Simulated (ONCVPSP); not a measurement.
**Before and after: ONCV potential for P**

* Element: phosphorus (P)
* Generator: ONCVPSP 4.0.1
* Type: optimised norm-conserving Vanderbilt (ONCV)
* Functional: PW91
* Relativity: scalar-relativistic
* Frozen core: [He]
* Valence charge: 13
* Reference configuration: 2s2 2p6 3s1 3p4
* Partial waves: 2s+3s: rc 0.85 bohr, ncon 5, nbas 10, qcut 10.6 1/bohr, 2 projectors; 2p+3p: rc 0.95 bohr, ncon 5, nbas 9, qcut 18.5 1/bohr, 2 projectors
* Local potential: polynomial inside 0.65 bohr (lpopt 3, dvloc0 0 Ha)
* Core correction: Teter function, fcfact 5.75, rcfact 1.55

All-electron outer shells of the reference configuration (PW91, scalar-relativistic, ld1.x):

```json
{"shell": "1s", "level (eV)": "-2086.62", "outermost node (bohr)": "–", "outermost maximum (bohr)": "0.07"}
{"shell": "2s", "level (eV)": "-175.59", "outermost node (bohr)": "0.14", "outermost maximum (bohr)": "0.42"}
{"shell": "2p", "level (eV)": "-126.19", "outermost node (bohr)": "–", "outermost maximum (bohr)": "0.36"}
{"shell": "3s", "level (eV)": "-14.72", "outermost node (bohr)": "0.65", "outermost maximum (bohr)": "1.56"}
{"shell": "3p", "level (eV)": "-6.11", "outermost node (bohr)": "0.64", "outermost maximum (bohr)": "1.81"}
```

Change: s: rc 0.96.

Cutoffs: the cutoffs (Ha) at which the residual kinetic energy of the hardest occupied pseudo-wave falls to 1 and 0.1 mHa per electron; they do not see the model core or the augmentation charge, which bear on the density cutoff. Errors are all-electron minus pseudo energies relative to the spin-unpolarised reference configuration.

Q: What does the change do?

A: The potential gets neither clearly harder nor softer (119 Ha and 136 Ha → 119 Ha and 136 Ha); a bound ghost appears in s, which as a rule spoils a file; of the 4 tests that both files solve, the error grows in 1 and shrinks in 2 by more than 15 % and 0.3 meV (median size 0.9 → 1.3 meV).

| quantity | base | changed |
| --- | --- | --- |
| cutoff, loose | 119 Ha | 119 Ha |
| cutoff, tight | 136 Ha | 136 Ha |
| loose cutoff by channel | s 35 Ha, p 119 Ha | s 37 Ha, p 119 Ha |
| bound ghosts | none | s |
| GHOST(+) flags under 300 eV | none | none |
| error for 2s2 2p6 3s2 3p3, meV [ΔE -8.54 eV] | +0.2 | -2.2 |
| error for 2s2 2p6 3s2 3p2, meV [ΔE 1.24 eV] | +1.6 | -0.4 |
| error for 2s2 2p6 3s2 3p1, meV [ΔE 20.44 eV] | +5.6 | +4.5 |
| error for 2s2 2p6 3s1 3p3, meV [ΔE 10.36 eV] | +0.3 | +0.3 |
| p: phases at 0.96 bohr within 0.05 rad from the reference energy up to (Ha; the scan ends near 5) | to the end of the scan | to the end of the scan |
| rms error of d²Exc/dni dnj with the model core, mHa | 2.50 | 2.47 |

 A true bound ghost makes a file unfit for plane-wave use even where its test errors are small: the radial tests pick states by their node count and pass the ghost by.
